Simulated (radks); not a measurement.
Species: W XLVI. Configuration: [Ar] 3d10 4s1.

All-electron calculation, scalar-relativistic Kohn-Sham, BLYP, spin-polarised, spherical densities, finite nucleus; open shells are filled with parallel spins first (spin-orbit coupling, left out, can overturn this in heavy ions); Fermi nuclear charge, rms radius 5.3658 fm. Program: a radial shooting solver on a logarithmic mesh with Libxc functionals.

Energy parts (hartree):
part                       energy
total                 -14744.6031
kinetic                16365.0166
electron-nucleus      -33686.4846
Hartree                 2816.1019
exchange-correlation    -239.2369

Orbitals (lengths in bohr, moments of r in powers of bohr):
orbital  occ.  eigenvalue (hartree)      <r>
1s up       1             -2636.961  0.01835
1s down     1             -2636.917  0.01835
2s up       1             -522.7826  0.07742
2s down     1             -522.7538  0.07742
2p up       3             -467.8369  0.06926
2p down     3             -467.8084  0.06926
3s up       1             -179.4261   0.1974
3s down     1             -179.3734   0.1973
3p up       3             -163.0597   0.1966
3p down     3             -163.0049   0.1965
3d up       5             -144.9199   0.1769
3d down     5             -144.8724   0.1768
4s up       1             -88.18231   0.3906
4s down     0             -87.92134   0.3911
4p up       0             -81.92160   0.3994
4p down     0             -81.67351   0.4002
5s up       0             -52.45394   0.6494

The highest occupied level is 4s up at -2399.6 eV. Summed over all electrons, <r^2> = 0.9424 bohr^2, which gives a Langevin (diamagnetic) susceptibility term of -0.746 x 10^-6 cm^3/mol. The electron density at the nucleus is 1.515e+06 e/bohr^3 (large components only).
